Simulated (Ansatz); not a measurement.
Computed with Ansatz on PBE0-D4/def2-TZVP structures; ΔE is electronic, products minus reactants. CCSD(T)/CBS is the MP2 limit (def2-TZVPP, def2-QZVPP) plus CCSD(T) − MP2 in def2-TZVPP, frozen cores. This one scheme is used for every species. DFT in def2-TZVPP. For Se outer-core shells are correlated without core-valence functions, which leaves a few kJ/mol of doubt a bond. Scalar relativity is left out up to krypton. One conformer a species, not always the lowest.

`O=C[SeH]` + PH₃ → `P[SeH]` + `C=O`  (ligand exchange at the Se–C bond)

CCSD(T)/CBS gives -0.18 eV.

Q: Another level gave -0.01 eV. Which?
A. HF/def2-TZVPP
B. SCS-MP2/def2-TZVPP
C. B2PLYP/def2-TZVPP
D. revPBE/def2-TZVPP

A: D. revPBE -0.01, B2PLYP -0.10, SCS-MP2/def2-TZVPP -0.15, HF/def2-TZVPP -0.30 eV.

Largest T1 diagnostic among the species: 0.015.

From r2SCAN to r2SCAN0 (25 % exact exchange), in def2-TZVPP and without D4, ΔE moves by −0.10 eV. In def2-TZVPP, CCSD(T) changes the Hartree–Fock value by +0.18 eV (the triples alone add +0.04 eV) and MP2 by +0.17 eV. At CCSD(T), def2-SVP lies +0.08 eV from the extrapolated value and def2-TZVPP +0.06 eV.
